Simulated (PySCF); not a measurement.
Compound: 2-methylpyrimidine, C₅H₆N₂.
SMILES with atom numbers: `[CH3:1][c:2]1[n:3][cH:4][cH:5][cH:6][n:7]1` (hydrogens: H8, H9, H10 on C1; H11 on C4; H12 on C5; H13 on C6)

The same species was optimised twice, with GFN2-xTB and with PBE0-D3(BJ)/def2-SVP (PySCF), and the same property calculations (PySCF, gas phase) were run on both structures.

```tsv
coordinate	GFN2-xTB	PBE0-D3(BJ)/def2-SVP	change
C2–N3 (Å)	1.328	1.337	+0.009
C2–N7 (Å)	1.328	1.337	+0.009
C6–N7 (Å)	1.321	1.328	+0.007
N3–C4 (Å)	1.321	1.328	+0.007
C4–C5 (Å)	1.387	1.392	+0.005
C5–C6 (Å)	1.387	1.392	+0.005
C1–C2 (Å)	1.491	1.495	+0.004
C2–N7–C6 (°)	117.4	117.1	-0.3
C2–N3–C4 (°)	117.4	117.1	-0.3
N3–C2–N7 (°)	124.9	125.1	+0.2
C5–C6–N7 (°)	122.3	122.4	+0.1
N3–C4–C5 (°)	122.3	122.4	+0.1
C1–C2–N3 (°)	117.6	117.4	-0.2
C1–C2–N7 (°)	117.5	117.4	-0.1
C4–C5–C6 (°)	115.7	115.8	+0.1
```

Rotational constants: A = 5986, B = 2789, C = 1925 MHz (GFN2-xTB) against A = 5917, B = 2762, C = 1905 MHz (PBE0-D3(BJ)/def2-SVP). Point groups within 0.08 Å: Cs and Cs.

On the GFN2-xTB structure: lowest singlet, TDDFT (eV) 4.18 [B3LYP/def2-SVPD]; lowest triplet, Tamm–Dancoff (eV) 3.70 [B3LYP/def2-SVPD]; isotropic polarisability (au) 69.4 [B3LYP/def2-SVPD]; HOMO (eV) -6.97 [B3LYP/def2-SVPD]; LUMO (eV) -1.40 [B3LYP/def2-SVPD]; dipole (D) 1.70 [B3LYP/def2-SVPD]; HOMO (eV) -7.18 [PBE0/pcSseg-1]; LUMO (eV) -1.11 [PBE0/pcSseg-1]; dipole (D) 1.69 [PBE0/pcSseg-1]; GIAO shielding of C1 (ppm) 157.5 [PBE0/pcSseg-1]; GIAO shielding of C2 (ppm) 11.6 [PBE0/pcSseg-1]; GIAO shielding of N3/N7 (mean) (ppm) -64.6 [PBE0/pcSseg-1]; GIAO shielding of C4/C6 (mean) (ppm) 23.8 [PBE0/pcSseg-1]; GIAO shielding of C5 (ppm) 63.7 [PBE0/pcSseg-1].

**Question.** What do these properties become on the PBE0-D3(BJ)/def2-SVP structure?

**Answer.** 
| property | level | on GFN2-xTB | on PBE0-D3(BJ)/def2-SVP | change |
| --- | --- | --- | --- | --- |
| lowest singlet, TDDFT (eV) | B3LYP/def2-SVPD | 4.18 | 4.17 | -0.01 |
| lowest triplet, Tamm–Dancoff (eV) | B3LYP/def2-SVPD | 3.70 | 3.69 | -0.01 |
| isotropic polarisability (au) | B3LYP/def2-SVPD | 69.4 | 70.6 | +1.2 |
| HOMO (eV) | B3LYP/def2-SVPD | -6.97 | -7.00 | -0.03 |
| LUMO (eV) | B3LYP/def2-SVPD | -1.40 | -1.45 | -0.05 |
| dipole (D) | B3LYP/def2-SVPD | 1.70 | 1.69 | -0.01 |
| energy, GFN2-xTB geometry as zero (kcal/mol) | B3LYP/def2-SVPD | 0.0 | -0.9 | -0.9 |
| HOMO (eV) | PBE0/pcSseg-1 | -7.18 | -7.22 | -0.04 |
| LUMO (eV) | PBE0/pcSseg-1 | -1.11 | -1.16 | -0.05 |
| dipole (D) | PBE0/pcSseg-1 | 1.69 | 1.70 | +0.01 |
| energy, GFN2-xTB geometry as zero (kcal/mol) | PBE0/pcSseg-1 | 0.0 | -0.3 | -0.3 |
| GIAO shielding of C1 (ppm) | PBE0/pcSseg-1 | 157.5 | 155.8 | -1.7 |
| GIAO shielding of C2 (ppm) | PBE0/pcSseg-1 | 11.6 | 9.2 | -2.4 |
| GIAO shielding of N3/N7 (mean) (ppm) | PBE0/pcSseg-1 | -64.6 | -68.8 | -4.2 |
| GIAO shielding of C4/C6 (mean) (ppm) | PBE0/pcSseg-1 | 23.8 | 21.8 | -2.0 |
| GIAO shielding of C5 (ppm) | PBE0/pcSseg-1 | 63.7 | 61.4 | -2.3 |

The heavy atoms differ by 0.007 Å rms after alignment. Among bonds between heavy atoms C2–N3 and C2–N7 change most and about equally (+0.009 Å). Changes are differences of the printed values. Neither structure is proved a minimum here.
